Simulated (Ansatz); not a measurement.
`C[O][Ti]1234([OH])([N](C)C)[C@H]5[C@@H]1[C@@H]2[C@@H]3[C@H]54`. Charge 0, multiplicity 1. The geometry is a stationary point of PBE0-D4/def2-TZVP. It is one conformer, not always the lowest.

```xyz
27

C     1.372   -1.312    2.329
O     1.022   -0.134    1.669
Ti   -0.331    0.200    0.497
O    -1.923   -0.424    1.177
N     0.052   -1.138   -0.802
C    -0.954   -1.622   -1.712
C     1.386   -1.375   -1.288
C    -1.518    1.956   -0.613
C    -0.244    1.843   -1.208
C     0.718    2.205   -0.240
C     0.037    2.544    0.947
C    -1.342    2.388    0.718
H     2.427   -1.273    2.624
H     0.772   -1.443    3.237
H     1.224   -2.194    1.691
H    -1.935   -1.340    1.470
H    -0.888   -1.135   -2.698
H    -0.844   -2.703   -1.878
H    -1.954   -1.441   -1.313
H     2.128   -1.028   -0.567
H     1.575   -0.859   -2.244
H     1.556   -2.447   -1.464
H    -2.461    1.703   -1.075
H    -0.040    1.523   -2.219
H     1.790    2.183   -0.370
H     0.501    2.811    1.885
H    -2.127    2.511    1.448
```

Problem. What is the dipole moment at B3LYP/def2-TZVPP? (An estimate is asked.)

Solution. Ansatz gave: 1.85 D, with components (0.73, -1.56, -0.67) D in this frame, pointing from negative to positive charge.

Problem. And with PBE, r2SCAN, ωB97M-V? (Best estimate.)

Solution. Ansatz gave: PBE 2.00 D, r2SCAN 1.96 D, ωB97M-V 1.69 D.

Problem. Give the Mulliken charges with B3LYP, r2SCAN, ωB97M-V in def2-TZVPP. (An estimate is asked.)

Solution. Computed: 
| atom | B3LYP | r2SCAN | ωB97M-V |
| --- | --- | --- | --- |
| C1 | -0.11 | 0.01 | -0.19 |
| O2 | -0.41 | -0.39 | -0.36 |
| Ti3 | 0.54 | 0.47 | 0.38 |
| O4 | -0.42 | -0.42 | -0.38 |
| N5 | -0.24 | -0.23 | -0.23 |
| C6 | -0.17 | -0.05 | -0.24 |
| C7 | -0.17 | -0.05 | -0.25 |
| C8 | -0.11 | -0.08 | -0.09 |
| C9 | -0.17 | -0.15 | -0.16 |
| C10 | -0.10 | -0.07 | -0.08 |
| C11 | -0.14 | -0.11 | -0.13 |
| C12 | -0.13 | -0.10 | -0.12 |
| H13 | 0.10 | 0.06 | 0.12 |
| H14 | 0.10 | 0.06 | 0.12 |
| H15 | 0.08 | 0.05 | 0.11 |
| H16 | 0.18 | 0.20 | 0.18 |
| H17 | 0.08 | 0.04 | 0.11 |
| H18 | 0.09 | 0.04 | 0.12 |
| H19 | 0.09 | 0.06 | 0.11 |
| H20 | 0.09 | 0.05 | 0.11 |
| H21 | 0.08 | 0.04 | 0.11 |
| H22 | 0.09 | 0.05 | 0.12 |
| H23 | 0.13 | 0.11 | 0.13 |
| H24 | 0.12 | 0.09 | 0.12 |
| H25 | 0.13 | 0.11 | 0.13 |
| H26 | 0.13 | 0.11 | 0.13 |
| H27 | 0.13 | 0.11 | 0.14 |

B3LYP here is the variant with VWN-RPA as its local correlation; programs differ in this.
